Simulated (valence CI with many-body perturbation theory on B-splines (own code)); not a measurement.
# E1 line list for Rb²¹⁺

Level of theory: valence CI with perturbative core correlation (CI+MBPT): six valence electrons over a frozen Dirac-Fock core [Ne], radial functions for each j: 9 s, 9 p, 8 d, 6 f, 3 g, 1 h, with the one-electron correlation potential Σ1, the two-electron term Σ2, the three-electron term Σ3, Breit, model QED; selected CI, second order for the rest, scaled by the run's own slope (own B-spline code, finite nucleus).

No measured levels were compared; by estimate levels of excited configurations hold to 0.05 to 0.15 % of their energy, terms of the ground configuration to about 0.5 %. Among the levels kept, up to 1500 cm⁻¹ of a level comes from second order outside the variational space, and about a tenth of that is noise between levels of different J, which matters for small intervals.

Lines 51 to 85 of 85 in falling wavelength, among levels below 1038500 cm⁻¹, chosen from the strongest by gf and those to the six lowest levels. Wavelengths and rates use the calculated energies, so an error of 400 cm⁻¹ moves a line at 122.4 Å by 0.049 % and its rate by three times that or more. Electric multipoles are in the length gauge, E1 and E2 with the static RPA response of the core. Weak lines are less certain than strong ones. Lines between different terms over intervals too small for the method are left out, as are lines whose strength nearly cancels. The highest levels of a list are the least certain.

Names give the largest LS component (configuration and term), which can be under half, so a name can repeat, a term be missing and a line seem to break the LS rules; names also repeat where a configuration has a term twice. Letters in brackets count levels of one name in rising energy.

| λ vac (Å) | Upper | Lower | A (s⁻¹) | log gf | Branch % |
| --- | --- | --- | --- | --- | --- |
| 122.4 | 3s2 3p3 3d 3F°_2 [a] | 3s2 3p4 3P_2 | 1.32e+09 | -1.83 | 95.0 |
| 121.1 | 3s2 3p3 3d 3F°_3 [b] | 3s2 3p4 1D_2 | 4.16e+09 | -1.19 | 33.6 |
| 120.9 | 3s2 3p3 3d 3F°_2 [b] | 3s2 3p4 1D_2 | 9.57e+08 | -1.98 | 2.3 |
| 120.5 | 3s2 3p3 3d 3F°_3 [a] | 3s2 3p4 3P_2 | 7.61e+08 | -1.94 | 91.5 |
| 119.9 | 3s2 3p3 3d 3P°_1 [a] | 3s2 3p4 3P_1 | 4.04e+09 | -1.58 | 11.0 |
| 119.8 | 3s2 3p3 3d 3D°_1 [b] | 3s2 3p4 3P_0 | 1.01e+10 | -1.18 | 68.0 |
| 119.7 | 3s2 3p3 3d 3P°_0 | 3s2 3p4 3P_1 | 5.54e+09 | -1.93 | 100.0 |
| 118.5 | 3s2 3p3 3d 3G°_3 | 3s2 3p4 3P_2 | 3.86e+09 | -1.24 | 95.3 |
| 118.5 | 3s2 3p3 3d 3D°_3 [b] | 3s2 3p4 1D_2 | 2.44e+09 | -1.44 | 13.2 |
| 117.4 | 3s2 3p3 3d 3D°_2 | 3s2 3p4 3P_1 | 1.86e+09 | -1.72 | 58.4 |
| 117.0 | 3s2 3p3 3d 3P°_2 [a] | 3s2 3p4 1D_2 | 1.64e+10 | -0.77 | 9.9 |
| 115.7 | 3s2 3p3 3d 3F°_2 [b] | 3s2 3p4 3P_1 | 1.54e+10 | -0.81 | 37.2 |
| 114.9 | 3s2 3p3 3d 3P°_1 [b] | 3s2 3p4 1D_2 | 2.64e+09 | -1.81 | 1.1 |
| 114.4 | 3s2 3p3 3d 3P°_1 [a] | 3s2 3p4 3P_0 | 5.68e+07 | -3.48 | 0.2 |
| 112.9 | 3s2 3p3 3d 3D°_1 [b] | 3s2 3p4 3P_2 | 1.17e+09 | -2.17 | 7.9 |
| 112.7 | 3s2 3p3 3d 3D°_3 [c] | 3s2 3p4 1D_2 | 6.01e+08 | -2.10 | 0.3 |
| 112.6 | 3s2 3p3 3d 3S°_1 | 3s2 3p4 1D_2 | 1.03e+11 | -0.23 | 53.6 |
| 112.2 | 3s2 3p3 3d 3P°_2 [b] | 3s2 3p4 1D_2 | 5.76e+07 | -3.27 | 0.1 |
| 112.1 | 3s2 3p3 3d 3P°_2 [a] | 3s2 3p4 3P_1 | 6.43e+09 | -1.22 | 3.9 |
| 110.8 | 3s2 3p3 3d 1D°_2 | 3s2 3p4 3P_2 | 6.46e+09 | -1.23 | 79.0 |
| 110.2 | 3s2 3p3 3d 3P°_1 [b] | 3s2 3p4 3P_1 | 7.73e+09 | -1.37 | 3.3 |
| 108.1 | 3s2 3p3 3d 3P°_1 [a] | 3s2 3p4 3P_2 | 2.66e+10 | -0.85 | 72.3 |
| 108.1 | 3s2 3p3 3d 3S°_1 | 3s2 3p4 3P_1 | 3.66e+10 | -0.72 | 19.1 |
| 107.6 | 3s2 3p3 3d 3P°_2 [b] | 3s2 3p4 3P_1 | 3.38e+07 | -3.53 | 0.1 |
| 106.1 | 3s2 3p3 3d 3D°_2 | 3s2 3p4 3P_2 | 1.31e+09 | -1.96 | 41.1 |
| 105.5 | 3s2 3p3 3d 3P°_1 [b] | 3s2 3p4 3P_0 | 1.63e+10 | -1.09 | 7.0 |
| 104.8 | 3s2 3p3 3d 3F°_3 [b] | 3s2 3p4 3P_2 | 8.24e+09 | -1.02 | 66.4 |
| 104.7 | 3s2 3p3 3d 3F°_2 [b] | 3s2 3p4 3P_2 | 2.50e+10 | -0.69 | 60.5 |
| 103.6 | 3s2 3p3 3d 3S°_1 | 3s2 3p4 3P_0 | 4.71e+10 | -0.64 | 24.6 |
| 102.8 | 3s2 3p3 3d 3D°_3 [b] | 3s2 3p4 3P_2 | 1.60e+10 | -0.75 | 86.8 |
| 101.7 | 3s2 3p3 3d 3P°_2 [a] | 3s2 3p4 3P_2 | 1.44e+11 | 0.05 | 86.3 |
| 100.2 | 3s2 3p3 3d 3P°_1 [b] | 3s2 3p4 3P_2 | 2.06e+11 | -0.03 | 88.4 |
| 98.45 | 3s2 3p3 3d 3D°_3 [c] | 3s2 3p4 3P_2 | 2.25e+11 | 0.36 | 99.7 |
| 98.40 | 3s2 3p3 3d 3S°_1 | 3s2 3p4 3P_2 | 4.48e+09 | -1.71 | 2.3 |
| 98.04 | 3s2 3p3 3d 3P°_2 [b] | 3s2 3p4 3P_2 | 5.65e+10 | -0.39 | 99.8 |

Q: How does gf follow from A for the line at 104.7 Å?

A: gf = 1.4992 × (2J+1)_upper × A / σ², with σ = 955548 cm⁻¹ and 2J+1 = 5: gf = 0.205.
